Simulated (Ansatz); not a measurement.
Born–Oppenheimer molecular dynamics of Cl$_{2}$FH$_{4}$NOZr (10 atoms, charge 0, multiplicity 1). It starts at the highest image of a converged band, a first-order saddle point between two minima.

Theory: RKS B3LYP-D4/def2-SVP in Ansatz 0.2.0.

| Item | Value |
| --- | --- |
| ensemble | NVE (velocity Verlet) |
| time step | 0.5 fs |
| steps asked | 200 |
| starting velocities drawn for | 100 K |
| seed | 8626 |

First frame:

```xyz
10
Properties=species:S:1:pos:R:3
Zr 0.147 0.373 0.083
N -0.178 0.038 2.226
H -1.130 0.157 2.581
H 0.174 -0.829 2.637
F 1.848 0.252 -0.777
Cl -1.436 1.829 -0.890
Cl -0.635 -1.803 -0.481
O 1.124 1.850 1.418
H 2.016 2.209 1.505
H 0.689 1.182 2.198
```

How far do the bonds stretch over the last three quarters of this one trajectory? (Pairs bonded in most of those frames.)


```json
{"bond": "Zr1–N2", "mean (Å)": "2.554", "spread (Å)": "0.140", "shortest": "2.21", "longest": "2.72"}
{"bond": "Zr1–F5", "mean (Å)": "1.912", "spread (Å)": "0.021", "shortest": "1.88", "longest": "1.95"}
{"bond": "Zr1–Cl6", "mean (Å)": "2.393", "spread (Å)": "0.022", "shortest": "2.35", "longest": "2.42"}
{"bond": "Zr1–Cl7", "mean (Å)": "2.436", "spread (Å)": "0.018", "shortest": "2.40", "longest": "2.47"}
{"bond": "Zr1–O8", "mean (Å)": "1.969", "spread (Å)": "0.077", "shortest": "1.86", "longest": "2.14"}
{"bond": "N2–H3", "mean (Å)": "1.026", "spread (Å)": "0.012", "shortest": "1.00", "longest": "1.05"}
{"bond": "N2–H4", "mean (Å)": "1.026", "spread (Å)": "0.016", "shortest": "0.99", "longest": "1.06"}
{"bond": "N2–H10", "mean (Å)": "1.039", "spread (Å)": "0.064", "shortest": "0.94", "longest": "1.13"}
{"bond": "O8–H9", "mean (Å)": "0.968", "spread (Å)": "0.012", "shortest": "0.95", "longest": "0.99"}
```

Pairs bonded in part of these frames only: Zr1–H9 28 %.

Mean temperature of the second half: 605 K. The conserved energy stayed within 0.33 meV per atom of its start (net change 0.13 meV per atom), so the integration is sound. The kinetic energy rose, since the run started high on the potential surface and went downhill. A run of 0.1 ps of so small a system gives no equilibrium averages. The orbitals stay closed-shell, which can raise the energy where a bond breaks towards radicals; this wasn't checked here.

Time of the run: 9.8 min on 4 threads of Arm Neoverse V1, with other jobs on the host, peak memory 0.36 GiB.
